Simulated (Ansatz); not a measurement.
`C[SiH](Cl)Br` + H–F → `CF` + `Cl[SiH2]Br` at 700 K and 1 bar (substitution at a C–Si bond).

Gas-phase electronic energies from Ansatz, PBE0-D4/def2-TZVP geometries. CCSD(T)/CBS adds triple-zeta CCSD(T) − MP2 to the extrapolated MP2 energy (def2 sets, frozen cores). This one scheme is used for every species. For Br outer-core shells are correlated without core-valence functions, which leaves a few kJ/mol of doubt a bond. Scalar relativity is left out up to krypton.

```csv
species,CCSD(T)/CBS energy (Eh),H − E (kJ/mol),S (J/(mol·K))
`C[SiH](Cl)Br`,-3362.75163,192.4,436.6
H–F,-100.39570,45.2,198.5
`CF`,-139.63461,133.6,263.9
`Cl[SiH2]Br`,-3323.46904,97.6,369.7
```

H − E and S are ideal-gas, rigid-rotor, harmonic terms from PBE0-D4/def2-TZVP, for one conformer and one mirror image of each species. 1 Eh = 2625.50 kJ/mol, R = 8.31446 J/(mol·K).

Question: By hand: ΔE, ΔH, ΔS and ΔG.

Answer: ΔE = (-139.63461) + (-3323.46904) − (-3362.75163) − (-100.39570) = 0.04368 Eh = 114.7 kJ/mol. Δ(H − E) = 133.6 + 97.6 − 192.4 − 45.2 = -6.4, so ΔH = 108.3 kJ/mol. ΔS = 263.9 + 369.7 − 436.6 − 198.5 = -1.5 J/(mol·K). ΔG = 108.3 − 700 × (-1.5)/1000 = 109.3 kJ/mol.

Question: By hand: the equilibrium constant, and the temperature at which ΔG would vanish if ΔH and ΔS stayed fixed.

Answer: log₁₀ K = −ΔG/(RT ln 10) = -8.2. ΔH and −TΔS have one sign here, so there is no such temperature. One of them is within its doubt of zero, so this could turn.

The number of gas molecules stays the same, so ΔS is small and ΔH decides. A doubt of 5 kJ/mol in ΔE shifts log₁₀ K by 0.4 here. Other conformers and mirror images would add mixing entropy, several J/(mol·K) or more a flexible species. These are equilibria of isolated gas molecules and say nothing of rates. Largest T1 diagnostic: 0.009 (customary marks: 0.02 for closed shells, 0.045 for open ones).
